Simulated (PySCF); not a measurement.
## HgO: from constants to spectrum

PBE constants of HgO, ³Π (triplet), unpaired electrons σ ↑, π ↑ (basis Hg def2-SVPD with ECP60, O def2-SVPD; scalar-relativistic core potentials; PySCF 2.14; masses 201.9706 and 15.9949 u):

- ωe: 284.0 cm⁻¹
- ωexe: 4.14 cm⁻¹
- Be: 0.22726 cm⁻¹
- αe: 0.00360 cm⁻¹
- D (centrifugal): 5.82e-07 cm⁻¹
- De to Hg + O: 0.63 eV

(1) Give the vibrational terms G(v) and spacings up to v = 6.

(2) How well does the Morse estimate ωe²/(4ωexe) reproduce De, and what is D0?

These are scalar-relativistic numbers at best; spin–orbit coupling would shift them, the dissociation energy most. The state is the lowest determinant that a PBE0 search found; another state may lie lower at other levels.

Answers

(1) G(v) = ωe(v+½) − ωexe(v+½)².

```csv
v,G(v) (cm⁻¹),G(v) − G(v−1),Bv (cm⁻¹)
0,141.0,,0.2255
1,416.7,275.7,0.2219
2,684.1,267.4,0.2183
3,943.3,259.2,0.2147
4,1194.2,250.9,0.2111
5,1436.8,242.6,0.2075
6,1671.1,234.3,0.2039
```

(2) It gives 0.60 eV, 96 % of the computed De. D0 = De − G(0) = 0.63 − 0.02 = 0.61 eV.
